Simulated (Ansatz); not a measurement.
Z-matrix (Å, degrees):
```
C
O 1 1.3816
H 2 0.9715 1 109.60
H 1 1.1119 2 110.30 3 -31.29
B 1 1.5427 4 97.89 2 168.95
B 5 1.5618 1 65.79 4 155.74
```
Charge +1, spin multiplicity 2.

All values below come from frozen-core CCSD(T)/cc-pVTZ // r2SCAN-D4/def2-TZVP (Ansatz, a quantum-chemistry and plane-wave program). The geometry is that of the parent before the electron was removed.

The HF energy is -162.75818 Ha and the MP2 correlation energy comes out as -0.51506 Ha.

### Question
Estimate the CCSD correlation energy, the (T) correction, the total energy and the T1 diagnostic.

### Answer

The CCSD correlation energy is -0.55679 Ha and the (T) correction is -0.03385 Ha. The CCSD(T) total energy is -163.34882 Ha and the T1 diagnostic comes out as 0.084.
